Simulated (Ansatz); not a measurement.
Program: Ansatz. Geometries: PBE0-D4/def2-TZVP. ΔE: electronic, gas phase. CCSD(T)/CBS adds triple-zeta CCSD(T) − MP2 to the extrapolated MP2 energy (def2 sets, frozen cores). This one scheme is used for every species. def2 core potentials past Kr. For Sn outer-core shells are correlated without core-valence functions, which leaves a few kJ/mol of doubt a bond. Each species was taken in one conformer, which may not be the lowest.

`F[SiH2][CH](F)[SnH3]` + `NC=O` → `N[C](=O)[SnH3]` + `FC[SiH2]F`  (formal exchange of groups at the Sn–C bond)

| species | HF/def2-TZVPP energy (Eh) |
| --- | --- |
| `F[SiH2][CH](F)[SnH3]` | -742.65786 |
| `NC=O` | -169.01001 |
| `N[C](=O)[SnH3]` | -383.49121 |
| `FC[SiH2]F` | -528.17719 |

Q: Work out ΔE.

A: ΔE = (-383.49121) + (-528.17719) − (-742.65786) − (-169.01001) = -0.00053 Eh = -1.4 kJ/mol. CCSD(T)/CBS gives +0.7 kJ/mol.

Largest T1 diagnostic among the species: 0.016.

The D4 term adds +3.5 kJ/mol with B3LYP and +2.0 kJ/mol with PBE0; it sums over pairs of atoms, weighted by their polarisabilities, and B3LYP, whose exchange is more repulsive, gets the larger term.

B3LYP here is the variant with VWN-RPA as its local correlation; programs differ in this.
